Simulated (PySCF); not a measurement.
## How methods differ on the ionisation energy of Ge+

Ge+ [Ar] 3d10 4s2 4p1 (2P) → Ge(2+) [Ar] 3d10 4s2 (1S), as a difference of total energies. Computed with PySCF 2.14 in cc-pVTZ-DK (6s5p3d1f, 43 functions), with the spin-free X2C one-electron Hamiltonian (Gaussian nucleus). Correlated levels: valence: [Ar] 3d10 frozen. The calculations carry no spin-orbit coupling.

```csv
method,ionisation energy (eV),error (eV)
UHF,15.246,-0.543
r2SCAN,15.958,+0.169
LDA,15.890,+0.101
MP2 (valence),15.483,-0.306
SCS-MP2 (valence),15.470,-0.319
CCSD (valence),15.555,-0.234
CCSD(T) (valence),15.576,-0.213
```

Reference: 15.789 eV (measured; NIST levels, between the centres of gravity of the two terms).

Errors of the correlated levels include the incompleteness of this basis and the frozen core.
